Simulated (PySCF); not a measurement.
Job file and geometry (Å, from GFN2-xTB) of an NMR shielding run on `PCPC1=CCCC1`, C$_{6}$H$_{12}$P$_{2}$, PySCF 2.14.0, density-fitted response routines, GIAO PBE0/pcSseg-1 NMR shielding, non-relativistic, gas phase; density fitting, a coarse starting grid and PySCF grid level 2 are the driver's defaults:

```
{"job": {"kind": "nmr", "xc": "PBE0", "basis": "pcSseg-1"}, "charge": 0, "multiplicity": 1}
P      4.040001    -0.661976     0.228781
C      2.282548    -0.291623    -0.251292
P      1.258031     0.346437     1.176249
C     -0.374391     0.203763     0.399202
C     -1.368489    -0.602947     0.758798
C     -2.613711    -0.352975    -0.035405
C     -2.125686     0.539377    -1.188322
C     -0.808401     1.152314    -0.689443
H      4.218117     0.498154     0.981263
H      3.725682    -1.399788     1.372470
H      1.832793    -1.187569    -0.691294
H      2.317542     0.481577    -1.026855
H      1.184005    -0.884857     1.840528
H     -1.334868    -1.336963     1.546365
H     -3.075004    -1.276346    -0.387928
H     -3.347863     0.166663     0.587712
H     -1.930257    -0.075740    -2.067717
H     -2.855417     1.299070    -1.462126
H     -0.963253     2.146618    -0.261076
H     -0.066527     1.247489    -1.483854
```

Problem. Write the output of this run.

Solution. 
```
coarse grid: 17208 points
cycle   1  E = -917.8339942090  dE =  8.916e-01  |g| = 4.008e-01  |ddm| = 4.102e+00
cycle   2  E = -917.8171036318  dE =  1.689e-02  |g| = 4.786e-01  |ddm| = 8.743e-01
cycle   3  E = -917.8774446431  dE = -6.034e-02  |g| = 5.036e-02  |ddm| = 5.524e-01
cycle   4  E = -917.8779727989  dE = -5.282e-04  |g| = 2.483e-02  |ddm| = 9.804e-02
cycle   5  E = -917.8780975705  dE = -1.248e-04  |g| = 1.112e-02  |ddm| = 3.377e-02
cycle   6  E = -917.8781283224  dE = -3.075e-05  |g| = 2.425e-03  |ddm| = 1.318e-02
cycle   7  E = -917.8781296776  dE = -1.355e-06  |g| = 4.452e-04  |ddm| = 3.300e-03
final grid: 155568 points
cycle   8  E = -917.9281770555  dE = -3.712e-05  |g| = 8.963e-03  |ddm| = 3.780e-02
cycle   9  E = -917.9281618625  dE =  1.519e-05  |g| = 1.186e-02  |ddm| = 2.007e-02
cycle  10  E = -917.9281981037  dE = -3.624e-05  |g| = 7.183e-04  |ddm| = 1.245e-02
cycle  11  E = -917.9281982055  dE = -1.018e-07  |g| = 4.088e-04  |ddm| = 1.289e-03
cycle  12  E = -917.9281982468  dE = -4.129e-08  |g| = 8.582e-05  |ddm| = 4.312e-04
cycle  13  E = -917.9281982486  dE = -1.756e-09  |g| = 2.930e-05  |ddm| = 1.252e-04
cycle  14  E = -917.9281982488  dE = -2.087e-10  |g| = 6.539e-06  |ddm| = 3.391e-05
converged SCF energy = -917.9281982488

GIAO shielding tensors (ppm)
atom      isotropic    diamagn.    paramagn.     s11        s22        s33       span
  0 P      489.654     963.462    -473.808    422.527    453.048    593.386    170.859
  1 C      174.797     256.711     -81.914    162.993    175.859    185.537     22.544
  2 P      383.832     968.465    -584.633    319.227    386.250    446.018    126.791
  3 C       35.514     266.131    -230.616    -72.904     41.517    137.930    210.834
  4 C       45.721     254.082    -208.362    -51.710     63.319    125.553    177.263
  5 C      148.861     251.109    -102.249    123.797    152.896    169.889     46.093
  6 C      159.583     248.311     -88.727    131.662    172.511    174.578     42.915
  7 C      148.072     246.825     -98.753    122.055    151.324    170.836     48.781
  8 H       28.830      28.576       0.253     24.271     27.811     34.407     10.135
  9 H       29.147      28.838       0.309     24.136     28.544     34.762     10.626
 10 H       30.137      33.422      -3.285     24.408     30.401     35.602     11.195
 11 H       30.339      32.700      -2.361     24.126     30.732     36.160     12.035
 12 H       27.608      32.921      -5.314     22.913     28.800     31.110      8.198
 13 H       25.647      34.475      -8.828     23.676     24.661     28.604      4.928
 14 H       29.221      30.010      -0.789     24.950     27.009     35.703     10.754
 15 H       29.186      29.636      -0.451     24.892     26.946     35.718     10.826
 16 H       29.856      30.967      -1.111     24.751     28.441     36.377     11.626
 17 H       29.680      29.342       0.338     25.044     27.526     36.471     11.426
 18 H       29.228      30.801      -1.574     24.410     28.467     34.806     10.395
 19 H       29.258      32.487      -3.229     24.126     29.913     33.737      9.611
```

Size and cost of the density-fitted run: 210 basis functions, roughly 110 core-seconds.
